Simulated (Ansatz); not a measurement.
A nudged elastic band was laid between two geometries of C$_{3}$H$_{9}$BOSi (15 atoms, charge 0, multiplicity 1).

Level of theory: RKS PBE-D4/STO-3G (Ansatz 0.2.0).

| Property | Result |
| --- | --- |
| movable images | 5 |
| climbing image | yes |
| spring | 5.0 eV/Å² |
| optimiser | quadratic models (default) |
| start path | IDPP |
| force threshold | 0.05 eV/Å |
| iteration limit | 60 |
| end points | relaxed |

First end point:

```xyz
15
Properties=species:S:1:pos:R:3
B -0.605 -2.200 1.186
C -0.909 -0.895 0.448
C 0.003 -0.056 -0.157
C 1.517 -0.311 -0.154
Si -0.562 1.533 -1.030
O 0.149 2.940 -0.315
H -1.492 -2.845 1.625
H 0.497 -2.591 1.336
H -1.969 -0.577 0.363
H 1.881 -0.441 -1.195
H 2.049 0.570 0.262
H 1.791 -1.205 0.432
H -0.080 1.536 -2.405
H -2.026 1.544 -0.999
H -0.267 2.948 0.632
```

Last end point:

```xyz
15
Properties=species:S:1:pos:R:3
B -0.694 -2.439 0.433
C -0.947 -0.964 0.120
C 0.005 -0.005 -0.162
C 1.513 -0.291 -0.178
Si -0.494 1.790 -0.532
O 0.236 2.891 0.587
H -1.608 -3.168 0.601
H 0.397 -2.881 0.515
H -1.997 -0.607 0.094
H 1.748 -1.321 0.142
H 1.916 -0.138 -1.202
H 2.043 0.425 0.484
H 0.027 2.188 -1.833
H -1.958 1.840 -0.524
H -0.209 2.630 1.484
```

Which bonds break or form, and what moves?

No bond is made or broken. The dihedral Si5–C3–C4–H12 goes from 176 to 52°. The two ends are copies of one structure, up to a mirror image or an exchange of like atoms.

What energy profile does the band end with?

The run converged. The highest image is number 3 of 0 to 6, 0.059 eV above the ends, which have the same energy within 2 meV. A vibrational analysis at the climbing image gives one clearly imaginary mode, 162i cm⁻¹: a first-order saddle point. Limits of this set-up: minimal basis.

```csv
image,path coordinate (Å),energy (eV),dihedral Si5–C3–C4–H12 (°)
0,0.00,0.000,176
1,0.61,0.013,157
2,1.22,0.044,137
3,1.83,0.059,116
4,2.46,0.041,94
5,3.09,0.012,73
6,3.72,0.000,52
```

What is the geometry of the highest image?


```xyz
15
Properties=species:S:1:pos:R:3
B -0.658 -2.411 0.512
C -0.943 -0.954 0.145
C 0.001 0.002 -0.171
C 1.515 -0.297 -0.166
Si -0.519 1.775 -0.599
O 0.194 2.929 0.478
H -1.551 -3.149 0.738
H 0.446 -2.822 0.573
H -1.997 -0.610 0.113
H 1.754 -1.150 -0.830
H 2.102 0.579 -0.499
H 1.859 -0.571 0.852
H -0.003 2.134 -1.913
H -1.983 1.807 -0.592
H -0.238 2.687 1.386
```

What are the harmonic wavenumbers there?

162i, 28, 122, 198, 225, 237, 291, 330, 413, 485, 629, 667, 795, 824, 912, 943, 966, 1034, 1042, 1071, 1085, 1127, 1211, 1246, 1395, 1448, 1514, 1625, 1631, 1665, 2540, 2616, 2914, 3051, 3238, 3317, 3389, 3409, 3595 cm⁻¹.

The run took 86 s on 1 thread of Arm Neoverse V2, with other jobs on the host, peak memory 0.11 GiB.
